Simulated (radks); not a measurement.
Results of a calculation; reference values are marked as such.
Ba XX, configuration [Kr] 4d1. Level of theory: scalar-relativistic Kohn-Sham, LB94 model potential, spin-polarised, spherical densities, finite nucleus; open shells are filled with parallel spins first (spin-orbit coupling, left out, can overturn this in heavy ions); Fermi nuclear charge, rms radius 4.8378 fm (a radial shooting solver on a logarithmic mesh with Libxc functionals).

Normalised radial functions P(r) = r R(r), r in bohr:

```
   r/bohr * 3d up, o 3d down, + 4p down (the largest magnitude, 1.99, reaches the edge; | marks zero, & curves that meet)
  0.00117                             &
 0.001329                             &
 0.001523                             &
 0.001731                             &
 0.001967                             &
 0.002254                             &
 0.002562                             &
 0.002935                             &
 0.003336                             &
 0.003791                             &
 0.004343                             &
 0.004936                             &
 0.005656                             &
 0.006428                             &+
 0.007306                             &+
  0.00837                             &+
 0.009513                             &+
   0.0109                             &+
  0.01239                             & +
  0.01408                             & +
  0.01613                             &  +
  0.01833                             &  +
    0.021                             |&  +
  0.02387                             |&  +
  0.02713                             |&   +
  0.03108                             |o*   +
  0.03533                             | &    +
  0.04047                             |  &   +
    0.046                             |   &   +
  0.05228                             |    &  +
   0.0599                             |     & +
  0.06808                             |      +&
  0.07737                             |     +   &
  0.08864                             |   +        &
   0.1007                             | +            &
   0.1154                            +|                 &
   0.1312                         +   |                    &
   0.1491                      +      |                       &
   0.1708                   +         |                         &
   0.1942                  +          |                          &
   0.2224                 +           |                          &
   0.2528                   +         |                         &
   0.2873                      +      |                       &
   0.3292                            +|                    &
   0.3741                             |   +            &
   0.4286                             |          + &
   0.4872                             |         &     +
   0.5537                             |     &            +
   0.6344                             |   &               +
    0.721                             | &               +
    0.826                             |&             +
   0.9388                             &          +
    1.067                             &      +
    1.222                             &   +
    1.389                             & +
    1.592                             &+
    1.809                             &
    2.056                             &
    2.356                             &
    2.677                             &
    3.068                             &
    3.486                             &
```

3d up: eigenvalue -1270.3 eV, 0 radial nodes, <r> = 0.263 bohr, 90 % of the charge inside 0.410 bohr. 3d down: eigenvalue -1270.0 eV, 0 radial nodes, <r> = 0.263 bohr, 90 % of the charge inside 0.410 bohr. 4p down: eigenvalue -617.84 eV, 2 radial nodes at r = 0.112, 0.340 bohr, <r> = 0.652 bohr, 90 % of the charge inside 0.935 bohr.
